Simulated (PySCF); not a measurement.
# Static response to an electric field

Compound: Ti(OMe)Me3, C4H12OTi (singlet state).
Geometry (PBE0-D3(BJ)/def2-SVP, Å), atoms numbered from 1 in this order:
```
atom  x, y, z in Å
Ti1   -0.037    0.053   -0.301
O2     0.173   -0.276    1.401
C3     0.336   -0.529    2.751
H4    -0.032   -1.538    3.007
H5    -0.225    0.204    3.357
H6     1.400   -0.468    3.035
C7     1.795    0.247   -1.233
H8     1.621    0.417   -2.311
H9     2.402   -0.666   -1.109
H10    2.356    1.105   -0.822
C11   -1.088    1.812   -0.549
H12   -1.198    2.008   -1.630
H13   -0.549    2.656   -0.085
H14   -2.091    1.737   -0.095
C15   -1.086   -1.479   -1.203
H16   -2.100   -1.566   -0.777
H17   -0.564   -2.442   -1.076
H18   -1.169   -1.258   -2.282
```

Level: CAM-B3LYP/def2-SVPD (PySCF), static field, nuclei fixed, core orbitals frozen in the response. The polarisability tensor in these axes (au):

```
x    97.61  -0.05   0.56
y    -0.05  97.79  -0.98
z     0.56  -0.98 103.28
```

Task: Diagonalise the tensor; give its mean and Δα, where Δα² is half the sum of the squared differences of the eigenvalues.

Result: Principal values 97.53, 97.64 and 103.50 au; mean 99.56 au = 14.75 Å³ = 16.41 × 10⁻⁴⁰ C²·m²/J; Δα = 5.91 au (6 % of the mean).

Task: What is the dipole moment, and where does it point?

Result: (0.17, -0.27, 1.42) D, 1.45 D in size, pointing from the negative to the positive side. Measured along this direction, the outermost atoms are H8, H18 and H12 at the negative end and H4, H6 and H5 at the positive end.

Task: How large is μ²/3kT at 400 K beside α?

Result: In Gaussian units μ²/3kT = 12.76 Å³ against 14.75 Å³, a ratio of 0.86; the Debye molar polarisation (4π/3)N_A(α + μ²/3kT) is 69.4 cm³/mol, leaving out the vibrational part.

Task: What depolarisation ratio follows for Rayleigh scattering of linearly polarised light, taking the static tensor?

Result: ρ = 3Δα²/(45ᾱ² + 4Δα²) = 105.0/(446036 + 139.9) = 0.000235.

Task: Sum over states: ᾱ = Σ f/ω², ω in Eh. What share falls to these 15 lowest TDDFT singlets (eV, f)? 3.88, 0.0000; 4.03, 0.0012; 4.04, 0.0012; 4.33, 0.0018; 4.77, 0.0035; 4.78, 0.0038; 5.06, 0.0056; 5.06, 0.0049; 5.55, 0.0000; 5.66, 0.0068; 5.87, 0.0306; 5.88, 0.0307; 6.04, 0.0000; 6.18, 0.0018; 6.18, 0.0019.

Result: They add up to 2.26 au, 2.3 % of the 99.56 au; the largest single term is 0.66 au, from the state at 5.88 eV. Terms in order: 0.00, 0.05, 0.05, 0.07, 0.11, 0.12, 0.16, 0.14, 0.00, 0.16, 0.66, 0.66, 0.00, 0.03, 0.04 au. Higher excitations give the rest. The strengths listed sum to 0.094.

Isolated species at its PBE0-D3(BJ)/def2-SVP geometry, gas phase.
